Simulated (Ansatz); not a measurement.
Relaxation of GeH₅NOSe (9 atoms, charge 0, multiplicity 1), to a largest force component of 0.015 eV/Å in at most 40 steps.

Theory: RKS r2SCANh-D4/def2-SVP (Ansatz).

```xyz
9
Properties=species:S:1:pos:R:3
N -0.575 1.175 0.825
Ge 0.261 0.030 -0.318
O 1.508 -0.820 0.586
Se -1.199 -1.524 -1.173
H 0.082 1.925 1.095
H -1.328 1.737 0.226
H 0.934 0.821 -1.485
H 2.004 -1.403 -0.071
H -0.007 -2.251 -1.941
```

Where does it end, and by what steps?

The run converged. After 35 steps the energy has fallen by 0.648 eV; H8 moved furthest, 1.18 Å.

| step | energy less start (eV) | largest force component (eV/Å) | accepted |
| --- | --- | --- | --- |
| 0 | 0.0000 | 2.021 | yes |
| 2 | -0.4818 | 0.355 | yes |
| 4 | -0.5472 | 0.352 | yes |
| 6 | -0.5793 | 0.065 | yes |
| 8 | -0.5834 | 0.044 | yes |
| 10 | -0.5835 | 0.089 | no |
| 12 | -0.5842 | 0.043 | yes |
| 14 | -0.5848 | 0.160 | yes |
| 16 | -0.5839 | 0.457 | no |
| 18 | -0.5879 | 0.620 | yes |
| 20 | -0.6039 | 0.177 | yes |
| 22 | -0.6067 | 0.154 | yes |
| 24 | -0.6199 | 0.237 | yes |
| 26 | -0.6266 | 0.078 | yes |
| 28 | -0.6159 | 1.206 | no |
| 30 | -0.6441 | 0.231 | yes |
| 32 | -0.6463 | 0.152 | yes |
| 34 | -0.6480 | 0.033 | yes |
| 35 | -0.6481 | 0.004 | yes |

```xyz
9
Properties=species:S:1:pos:R:3
N -0.441 1.020 0.715
Ge 0.433 0.031 -0.540
O 1.901 -0.587 0.233
Se -1.151 -1.614 -1.089
H 0.098 1.786 1.110
H -1.362 1.356 0.450
H 0.981 0.708 -1.802
H 1.700 -1.096 1.027
H -0.480 -1.914 -2.359
```

The run took 2.8 min on 2 threads of Arm Neoverse V2 (shared host), peak memory 0.33 GiB.
